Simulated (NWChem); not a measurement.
System: BeGeH3I; SMILES [GeH3][Be][I]

NWChem input:

```
start job
memory heap 200 mb stack 900 mb global 1100 mb
geometry units angstroms noautoz
  Be    -0.314627    -0.115311     0.304861
  I      1.195667     0.445977    -1.163149
  Ge    -1.835792    -0.684664     1.783010
  H     -1.954208    -2.216404     1.934688
  H     -1.523244    -0.124555     3.187100
  H     -3.240110    -0.168460     1.402962
end
basis spherical
  * library def2-svp
end
ecp
  I library def2-ecp
end
dft
  xc xctpssh
  iterations 150
  mulliken
end
task dft energy
```

Coordinates come from a PBE0/def2-SVP optimisation. def2 effective core potentials on I; no spin-orbit coupling.

Problem. What results follow from this input? (TPSSh/def2-SVP with def2 effective core potentials on I.) Quantities: energy (Ha); highest occupied level (eV); orbital gap (eV); dipole (D).

Solution. 
| Item | Result |
|---|---|
| energy (Ha) | -2390.91 |
| highest occupied level (eV) | -7.60 |
| orbital gap (eV) | 5.80 |
| dipole (D) | 0.35 |
